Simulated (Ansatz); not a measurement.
C3H9ClO3Ti (`C[O][Ti]([Cl])([O]C)[O]C`), relaxed with RKS PBE0-D4/def2-TZVP in Ansatz from a PBE-D4/def2-SVP geometry. The force threshold is 0.005 eV/Å; the program also tests the step.

The species carries charge 0 and has multiplicity 1.

Start:

```xyz
17

C    -1.274    2.527   -0.333
O    -0.209    1.686   -0.001
Ti    0.442    0.238    0.799
Cl    1.574    0.831    2.646
O     1.523   -0.610   -0.335
C     2.170   -0.560   -1.573
O    -0.885   -0.870    1.233
C    -1.327   -2.195    1.164
H    -1.262    3.439    0.305
H    -1.195    2.853   -1.394
H    -2.255    2.018   -0.196
H     1.819    0.305   -2.182
H     3.269   -0.463   -1.433
H     1.980   -1.493   -2.150
H    -0.657   -2.816    0.526
H    -2.356   -2.242    0.741
H    -1.356   -2.647    2.181
```

(1) By how much does the energy fall, and how many steps does the optimiser take? (Best estimate.)

(2) Which bonds change most? (Best estimate.)

(3) Give the relaxed structure. (An estimate is asked.)

## Answers

(1) The calculation gave: 1.51 kcal/mol, in 13 steps.

(2) The calculation gave: C8–H15 from 1.114 to 1.095 Å; C6–H12 from 1.114 to 1.095 Å; C1–H9 from 1.113 to 1.094 Å; C8–H16 from 1.113 to 1.094 Å.

(3) Computed: 
```xyz
17

C    -1.323    2.474   -0.297
O    -0.211    1.681   -0.020
Ti    0.456    0.227    0.734
Cl    1.598    0.794    2.575
O     1.537   -0.583   -0.407
C     2.262   -0.537   -1.596
O    -0.864   -0.866    1.170
C    -1.385   -2.158    1.175
H    -1.260    3.409    0.268
H    -1.353    2.712   -1.364
H    -2.250    1.959   -0.024
H     2.017    0.362   -2.171
H     3.334   -0.533   -1.377
H     2.034   -1.418   -2.205
H    -0.779   -2.829    0.556
H    -2.408   -2.148    0.786
H    -1.405   -2.546    2.198
```
